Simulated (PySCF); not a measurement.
## Successive ionisation energies of antimony

Calculated with PySCF 2.14, two-component X2C-1e (Gaussian nucleus, no Breit or QED terms), each ion in its own even-tempered basis; GMP2 freezes the deep shells of the larger ions and drops the highest virtual spinors; eV.

| ion | configuration | GHF (screened spin-orbit) | GMP2 (screened spin-orbit) | NIST | kind |
| --- | --- | --- | --- | --- | --- |
| Sb¹⁵⁺ | [Kr] | 419.02 | 420.10 | 420 ± 3 | theoretical |
| Sb¹⁶⁺ | [Ar] 3d10 4s2 4p5 | 446.99 | 448.19 | 447 ± 3 | theoretical |
| Sb¹⁷⁺ | [Ar] 3d10 4s2 4p4 | 478.44 | 479.32 | 479 ± 3 | theoretical |
| Sb¹⁸⁺ | [Ar] 3d10 4s2 4p3 | 508.80 | 509.43 | 510 ± 3 | theoretical |
| Sb¹⁹⁺ | [Ar] 3d10 4s2 4p2 | 549.20 | 550.81 | 552 ± 4 | theoretical |
| Sb²⁰⁺ | [Ar] 3d10 4s2 4p1 | 582.44 | 583.18 | 584 ± 4 | theoretical |
| Sb²¹⁺ | [Ar] 3d10 4s2 | 653.98 | 656.41 | 657 ± 4 | theoretical |
| Sb²²⁺ | [Ar] 3d10 4s1 | 687.69 | 688.84 | 693.26 ± 0.24 | semi-empirical |
| Sb²³⁺ | [Ar] 3d10 | 1215.5 | 1216.9 | 1214 ± 4 | theoretical |
| Sb²⁴⁺ | [Ar] 3d9 | 1285.4 | 1286.8 | 1285 ± 4 | theoretical |
| Sb²⁵⁺ | [Ar] 3d8 | 1361.5 | 1362.7 | 1360 ± 4 | theoretical |
| Sb²⁶⁺ | [Ar] 3d7 | 1441.6 | 1442.5 | 1441 ± 4 | theoretical |

**Question.** Where is the largest relative jump?

**Answer.** From Sb²²⁺ to Sb²³⁺: 688.84 to 1216.9 eV, where the electron removed from [Ar] 3d10 comes from a deeper shell or subshell.
